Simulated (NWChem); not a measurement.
# Electron attachment to C2H4N

```
N
C 1 1.3150
C 1 1.3150 2 119.97
H 2 1.0949 1 119.18 3 180.00
H 3 1.0949 1 119.18 2 180.00
H 2 1.1055 4 118.27 1 180.00
H 3 1.1055 5 118.27 1 180.00
```
Charge 0, spin multiplicity 2.

Program: NWChem. All single points use one geometry, from UPBE0/def2-SVP, a minimum by its harmonic frequencies. It is one conformer; others weren't searched.

Basis set: def2-SVPD. The species with one electron more has spin multiplicity 1 and keeps the geometry of the parent. Δ marks differences of total energies (open shells unrestricted). −ε marks an orbital energy of the parent. That orbital need not have the symmetry of the hole or added electron in the Δ rows. The basis adds only a small set of diffuse functions.

B3LYP has NWChem's definition, with VWN1-RPA local correlation. The structure started from a generated list of species. The unpaired electrons of the parent sit in orbitals of symmetry a2 (C2v labels of the run); other states weren't searched. No SCF solution was tested for a lower state.

**Question.** Order these methods by the vertical electron affinity they give, lowest first: −ε(beta LUMO) of PBE, −ε(beta LUMO) of B3LYP, −ε(beta LUMO) of PBE0, ΔPBE, −ε(beta LUMO) of TPSS.

**Answer.** ΔPBE (0.49 eV), −ε(beta LUMO) of PBE0 (2.28 eV), −ε(beta LUMO) of B3LYP (2.69 eV), −ε(beta LUMO) of TPSS (3.22 eV), −ε(beta LUMO) of PBE (3.57 eV)
